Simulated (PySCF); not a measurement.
Computed IR spectrum (relative IR intensity) of a molecule C6H7, multiplicity 2. Geometry optimised at PBE0-D3(BJ)/def2-SVP. Other conformers were not sampled. All values below come from PBE0-D3(BJ)/def2-SVP in PySCF. Frequencies are harmonic and unscaled.

Lines under 2 % of the strongest are left out, and lines within 2 cm⁻¹ are merged.

ν (cm⁻¹): 324 (w), 488 (w), 577 (w), 681 (vs), 742 (m), 837 (w), 938 (m), 1016 (vw), 1060 (w), 1154 (vw), 1163 (w), 1228 (w), 1263 (w), 1333 (w), 1348 (w), 1398 (vw), 1428 (w), 1441 (w), 1668 (w), 1734 (vw), 3018 (m), 3026 (s), 3109 (m), 3112 (m), 3190 (w), 3199 (w), 3215 (m) (against the strongest line: vs over 80 %, s over 45 %, m over 15 %, w over 4 %, vw less)

Task: Which structure fits?
(A) [CH]1C=CC=CC1
(B) [C]1=CCCC=C1
(C) [C]1=CC=CCC1

Result: C, [C]1=CC=CCC1
